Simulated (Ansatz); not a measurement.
Consider the isomerisation: `B/C=C/CCl` → `C[C@@H]1B[C@H]1Cl`.

Program: Ansatz. Geometries: PBE0-D4/def2-TZVP. ΔE: electronic, gas phase. CBS: MP2 limit from def2 TZ/QZ plus the TZ coupled-cluster correction, frozen cores. DFT in def2-TZVPP. B3LYP here is the variant with VWN-RPA as its local correlation; programs differ in this. Each species was taken in one conformer, which may not be the lowest.

`B/C=C/CCl`:

Z-matrix (Å, degrees):
```
C
Cl 1 1.789
C 1 1.483 2 110.2
H 1 1.089 2 107.6 3 122.4
H 1 1.092 2 106.1 3 -120.5
C 3 1.341 1 124.7 2 124.5
H 3 1.088 1 115.7 2 -56.1
B 6 1.532 3 120.6 1 177.9
H 6 1.090 3 117.5 1 -1.5
H 8 1.198 6 118.8 3 2.0
H 8 1.196 6 121.8 3 -177.8
```

`C[C@@H]1B[C@H]1Cl`:

```xyz
11

C     0.295   -1.293   -0.622
C     0.050   -0.215    0.404
B    -1.152    0.698    0.635
C     0.115    1.252   -0.009
Cl    1.171    2.398    0.817
H     1.363   -1.429   -0.805
H    -0.179   -1.043   -1.574
H    -0.120   -2.247   -0.289
H     0.512   -0.423    1.376
H    -2.196    0.903    1.153
H     0.141    1.400   -1.085
```

CCSD(T)/CBS gives +71.9 kJ/mol.

Task: Another level gave +52.8 kJ/mol. Which?
A. MP2/def2-TZVPP
B. r2SCAN/def2-TZVPP
C. PBE0/def2-TZVPP
D. B3LYP-D4/def2-TZVPP

Result: C. PBE0 52.8, B3LYP-D4 76.1, r2SCAN 58.1, MP2/def2-TZVPP 66.6 kJ/mol.

Largest T1 diagnostic among the species: 0.010.

In def2-TZVPP, CCSD(T) changes the Hartree–Fock value by −20.8 kJ/mol (the triples alone add +0.8 kJ/mol) and MP2 by −28.9 kJ/mol.

CCSD(T)/CBS has its own doubt, a few kJ/mol and more with outer-core shells, so smaller differences from it don't rank the levels.
